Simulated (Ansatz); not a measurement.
H3Si (SMILES [SiH3+]) at its CCSD(T)/cc-pV(T+d)Z minimum, average atomic masses, point group D3h.
(charge 1, multiplicity 1):
```
atom    x (Å)    y (Å)    z (Å)
----  -------  -------  -------
Si     0.0000   0.0000   0.0000
H     -0.1578   1.4557  -0.0100
H     -1.1796  -0.8648  -0.0689
H      1.3374  -0.5909   0.0788
```

Correlated levels freeze the cores.

The values were computed with Ansatz (Gaussian basis) for Hartree–Fock, density functionals and correlated methods. Values without a source in brackets are computed.

Harmonic frequencies (cm⁻¹): 848 945 945 2296 2372 2372.

**Question.** Work out the rotational constants, the zero-point energy, and the ideal-gas entropy and heat capacity at 298.15 K and 1 bar (rigid rotor, harmonic oscillator).

**Answer.** 
Principal moments 3.242, 3.242, 6.484 u Å² give 16.8576/I = 5.200, 5.200, 2.600 cm⁻¹. Zero point: Σω/2 = 4889 cm⁻¹ = 13.98 kcal/mol. Translation R(1.5 ln M + 2.5 ln T − 1.1517) with M = 31.109 u: 151.73 J/(mol K). Rotation with σ = 6: q = 105.1, S = R(ln q + 3/2) = 51.17. Vibration, summed over R(u/(eᵘ − 1) − ln(1 − e⁻ᵘ)) with u = 1.43878ω/T: 1.70, of which the lowest mode gives 0.72. S° = 204.6 J/(mol K); C_p = 4R + 6.14 = 39.39 J/(mol K).

Ansatz is a first-principles code.
